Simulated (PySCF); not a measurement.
B(CF3)(H)(OMe) (C₂H₄BF₃O), SMILES COBC(F)(F)F.

The structure is a stationary point at PBE-D3(BJ)/def2-SVP. Other conformers were not sampled.

The numbers are results of PBE-D3(BJ)/def2-SVP run with PySCF, not measurements.

Harmonic, unscaled wavenumbers; measured fundamentals usually lie a few per cent lower.

Computed harmonic wavenumbers and intensities:
```json
[
 {"mode": "1", "ν (cm⁻¹)": "56", "IR (km/mol)": "1.6", "moving atoms (share of kinetic energy)": "F 37 %, H 30 %, C 22 %, B 10 %"},
 {"mode": "2", "ν (cm⁻¹)": "67", "IR (km/mol)": "1.1", "moving atoms (share of kinetic energy)": "H 85 %"},
 {"mode": "3", "ν (cm⁻¹)": "167", "IR (km/mol)": "5.1", "moving atoms (share of kinetic energy)": "F 51 %, C 28 %, H 14 %"},
 {"mode": "4", "ν (cm⁻¹)": "192", "IR (km/mol)": "6.9", "moving atoms (share of kinetic energy)": "F 55 %, O 32 %"},
 {"mode": "5", "ν (cm⁻¹)": "270", "IR (km/mol)": "2.4", "moving atoms (share of kinetic energy)": "F 40 %, C 32 %, H 16 %, O 11 %"},
 {"mode": "6", "ν (cm⁻¹)": "342", "IR (km/mol)": "1.3", "moving atoms (share of kinetic energy)": "H 39 %, B 23 %, O 19 %, F 15 %"},
 {"mode": "7", "ν (cm⁻¹)": "418", "IR (km/mol)": "0.2", "moving atoms (share of kinetic energy)": "O 43 %, F 38 %, B 12 %"},
 {"mode": "8", "ν (cm⁻¹)": "499", "IR (km/mol)": "3.1", "moving atoms (share of kinetic energy)": "F 79 %, B 8 %"},
 {"mode": "9", "ν (cm⁻¹)": "503", "IR (km/mol)": "1.4", "moving atoms (share of kinetic energy)": "F 89 %"},
 {"mode": "10", "ν (cm⁻¹)": "650", "IR (km/mol)": "32.6", "moving atoms (share of kinetic energy)": "F 50 %, B 24 %, O 10 %, C 9 %"},
 {"mode": "11", "ν (cm⁻¹)": "778", "IR (km/mol)": "15.0", "moving atoms (share of kinetic energy)": "F 59 %, B 30 %, H 9 %"},
 {"mode": "12", "ν (cm⁻¹)": "815", "IR (km/mol)": "38.1", "moving atoms (share of kinetic energy)": "H 49 %, B 43 %"},
 {"mode": "13", "ν (cm⁻¹)": "916", "IR (km/mol)": "18.5", "moving atoms (share of kinetic energy)": "C 42 %, H 30 %, O 15 %, B 13 %"},
 {"mode": "14", "ν (cm⁻¹)": "1054", "IR (km/mol)": "209.9", "moving atoms (share of kinetic energy)": "C 72 %, F 25 %"},
 {"mode": "15", "ν (cm⁻¹)": "1089", "IR (km/mol)": "102.1", "moving atoms (share of kinetic energy)": "H 52 %, C 18 %, O 14 %, B 9 %"},
 {"mode": "16", "ν (cm⁻¹)": "1131", "IR (km/mol)": "183.5", "moving atoms (share of kinetic energy)": "C 64 %, H 18 %, F 17 %"},
 {"mode": "17", "ν (cm⁻¹)": "1134", "IR (km/mol)": "11.5", "moving atoms (share of kinetic energy)": "H 74 %, C 20 %"},
 {"mode": "18", "ν (cm⁻¹)": "1154", "IR (km/mol)": "12.1", "moving atoms (share of kinetic energy)": "H 62 %, C 28 %"},
 {"mode": "19", "ν (cm⁻¹)": "1251", "IR (km/mol)": "172.5", "moving atoms (share of kinetic energy)": "C 59 %, O 14 %, F 12 %"},
 {"mode": "20", "ν (cm⁻¹)": "1391", "IR (km/mol)": "42.6", "moving atoms (share of kinetic energy)": "H 65 %, C 18 %, B 12 %"},
 {"mode": "21", "ν (cm⁻¹)": "1412", "IR (km/mol)": "7.0", "moving atoms (share of kinetic energy)": "H 96 %"},
 {"mode": "22", "ν (cm⁻¹)": "1432", "IR (km/mol)": "13.4", "moving atoms (share of kinetic energy)": "H 94 %"},
 {"mode": "23", "ν (cm⁻¹)": "1489", "IR (km/mol)": "102.4", "moving atoms (share of kinetic energy)": "B 40 %, O 28 %, H 27 %"},
 {"mode": "24", "ν (cm⁻¹)": "2585", "IR (km/mol)": "110.8", "moving atoms (share of kinetic energy)": "H 91 %, B 9 %"},
 {"mode": "25", "ν (cm⁻¹)": "2980", "IR (km/mol)": "29.3", "moving atoms (share of kinetic energy)": "H 98 %"},
 {"mode": "26", "ν (cm⁻¹)": "3081", "IR (km/mol)": "9.2", "moving atoms (share of kinetic energy)": "H 90 %, C 10 %"},
 {"mode": "27", "ν (cm⁻¹)": "3090", "IR (km/mol)": "7.6", "moving atoms (share of kinetic energy)": "H 90 %, C 10 %"}
]
```
